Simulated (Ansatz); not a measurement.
```yaml
crystal:
  periodic: [false, false, false]
  atoms:
    - {symbol: C, position_ang: [-1.488035, -0.229823, 0.955319]}
    - {symbol: C, position_ang: [0.005107, -0.021588, 0.719079]}
    - {symbol: C, position_ang: [0.770319, -1.337072, 0.710320]}
    - {symbol: Ga, position_ang: [0.306799, 1.038957, -0.925355]}
    - {symbol: S, position_ang: [1.674677, 0.451585, -2.556941]}
    - {symbol: S, position_ang: [-0.771170, 2.939251, -1.245353]}
    - {symbol: H, position_ang: [-1.658705, -0.748063, 1.905818]}
    - {symbol: H, position_ang: [-1.938384, -0.844138, 0.169944]}
    - {symbol: H, position_ang: [-2.039004, 0.713145, 0.990787]}
    - {symbol: H, position_ang: [0.397153, 0.608866, 1.526767]}
    - {symbol: H, position_ang: [0.438610, -1.990653, -0.102416]}
    - {symbol: H, position_ang: [0.611810, -1.884591, 1.646360]}
    - {symbol: H, position_ang: [1.847651, -1.189366, 0.598269]}
    - {symbol: H, position_ang: [2.047841, -0.690139, -1.954400]}
    - {symbol: H, position_ang: [-0.204658, 3.183609, -2.438198]}
basis:
  gaussian: {orbitals: STO-3G}
magnetization: {spin_polarized: true, initial_magnetization: 0}
hamiltonian: {xc: {name: RPBE}, dispersion: d4}
```

```sh
$ ansatz run in.yaml --threads 2 --pin off --events-out ev --progress --plain --max-ram 22528MiB --backend cpu
```

Output, abridged:

```
Functional definition: RPBE
719 factors; integrals over basis functions are off by at most 4.1e-5 eV
mean field evaluation 1: about -75249.5646 eV, gradient 2.1e2 eV
mean field evaluation 2: about -76144.7500 eV, gradient 8.7e1 eV
mean field evaluation 4: about -75120.3707 eV, gradient 3.2e2 eV
mean field evaluation 8: about -76207.0066 eV, gradient 9.6e1 eV
mean field evaluation 16: about -76411.5099 eV, gradient 1.0e-1 eV
mean field evaluation 64: about -76411.3647 eV, gradient 2.6e-5 eV
mean field -76411.36467216 eV, -2808.0658582187 hartree, gradient 2.2e-6 eV, S^2 0.099949; 13 other end points of the search recorded, 0 dependent functions left out
reference -76411.36469967 eV, -2808.0658592295 hartree; 45, 45 occupied and 15, 15 virtual orbitals, 719 factors
Total energy: -76412.68809560 eV, -2808.1144931331 hartree
```

Run time 23 s (2 threads of an AMD EPYC 7R13 on a shared host); peak host memory 0.61 GiB.
